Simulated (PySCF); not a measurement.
Species: C4H7NOSi.
SMILES: `[SiH3]CC1=NOC=C1`

A PySCF run (density fitting, gas phase, GFN2-xTB geometry) gave HOMO -8.63 eV, LUMO 0.74 eV, dipole 3.05 D.

Task: Which of these levels was it?
A. PBE0/def2-SVPD
B. BHandHLYP/pcSseg-1
C. BHandHLYP/6-31G
D. HF/pcSseg-0

Result: B. It is BHandHLYP/pcSseg-1. All candidates on this geometry:

```csv
level and settings,kind,basis functions,SCF cycles,E (Eh),HOMO (eV),LUMO (eV),dipole (D)
PBE0/def2-SVPD,global hybrid,203,14,-575.3117,-7.68,-0.45,2.85
"BHandHLYP/pcSseg-1, start guess vsap, level shift 0.3 Eh",global hybrid,161,14,-575.8251,-8.63,0.74,3.05
"BHandHLYP/6-31G, start guess atom",global hybrid,81,11,-575.7001,-8.64,0.90,3.49
"HF/pcSseg-0, grid level 1, start guess huckel",Hartree–Fock,81,13,-572.5740,-10.43,3.33,3.95
```

The nearest other candidate, by the summed differences of HOMO and LUMO, is BHandHLYP/6-31G: its HOMO differs by -0.01 eV and its LUMO by +0.16 eV. Cycle counts include a coarse-grid stage where the run had one. At HF/pcSseg-0 the closed-shell solution lies near or past a triplet instability.

Shape of the structure used: `[SiH3:1][CH2:2][c:3]1[cH:4][cH:5][o:6][n:7]1`: Si1–C2–C3–C4 -82°.
